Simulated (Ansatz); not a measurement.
```xyz
2

Cu   -0.0420   -0.0203   -0.0312
H    -0.0469   -0.0052    1.4103
```

Basis set: 6-31G (spherical functions). Correlated methods keep 5 orbitals frozen. Charge 0, multiplicity 1.

Computed with Ansatz (development build ahead of 0.2.0); each method stands on the lowest determinant of its kind that the runs found. Restricted open shells among the atoms or ions are ROHF, correlated in semicanonical orbitals with singles.

(1) Give the atomization energy at this shape (free ground-state atoms in the same class of orbitals less the molecule, no zero-point energy) of singlet CuH by RHF-MP2, RHF.

Answers

(1)

```
 method  atomization energy
RHF-MP2      56.56 kcal/mol
    RHF      -2.19 kcal/mol
```

This basis has no polarisation functions and is too small for such energies, which can lie far from measured ones in either direction.
